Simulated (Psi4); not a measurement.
A dimer, BF3 ··· CH3Br (SMILES FB(F)F and CBr); the first 4 atoms form monomer A.

```
9

F      1.1873    -0.5539     0.1183
B      0.0000    -0.0001    -0.0003
F     -1.0770    -0.7544    -0.0364
F     -0.1104     1.3083    -0.0816
C      1.5780     1.3988     2.7219
Br    -0.0285     0.2959     2.9071
H      1.3217     2.2516     2.1034
H      2.3427     0.7896     2.2533
H      1.8788     1.7107     3.7158
```

**Question.** What interaction energy does SAPT0/jun-cc-pVDZ, frozen core (Psi4) give, and which attractive term is the largest?

**Answer.** Total -5.40 kJ/mol: electrostatics -35.27, exchange 54.56, induction -10.99, dispersion -13.70. The most attractive term is electrostatics.
